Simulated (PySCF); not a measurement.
# From computed data to an observable: entropy of an ideal gas

ScCl2, SMILES [Cl][Sc+][Cl], charge +1.

Geometry: B3LYP-D3(BJ)/def2-TZVP. The multiplicity is an assumed one; other spin states were not compared. The isomer is the one that the SMILES or the coordinates give; other isomers of the formula were not compared.

B3LYP-D3(BJ)/def2-TZVP (PySCF) gives the harmonic wavenumbers 107, 476, 529 cm⁻¹ and the rotational temperatures 0.6273, 0.1001, 0.0863 K. The molar mass is 115.86 g/mol, the symmetry number 2, the spin multiplicity 1.

Q: Work out the entropy at 298.15 K and 1 atm in the rigid-rotor, harmonic-oscillator model.

A: 
Translation (Sackur–Tetrode at 1 atm): S = R[1.5 ln M + 2.5 ln T − 1.16487] = 168.0 J/(mol K).
Rotation: q = (√π/σ) T^1.5/√(θA θB θC) = 62000, S = R[ln q + 3/2] = 104.2 J/(mol K).
Vibration: with u = 1.4388 ν/T, each mode gives R[u/(e^u − 1) − ln(1 − e^−u)]:
```json
[
 {"ν (cm⁻¹)": "107", "modes": "1", "u": "0.52", "S (J/(mol K))": "13.90"},
 {"ν (cm⁻¹)": "476", "modes": "1", "u": "2.30", "S (J/(mol K))": "3.02"},
 {"ν (cm⁻¹)": "529", "modes": "1", "u": "2.55", "S (J/(mol K))": "2.47"}
]
```
These are all the modes. Sum 19.4 J/(mol K).
Spin: R ln 1 = 0.0 J/(mol K).
Total 291.6 J/(mol K); the program's own thermochemistry gives 291.6. Translation makes up 58 % and vibration 7 %. Anharmonicity, hindered rotation and orbital degeneracy are left out.
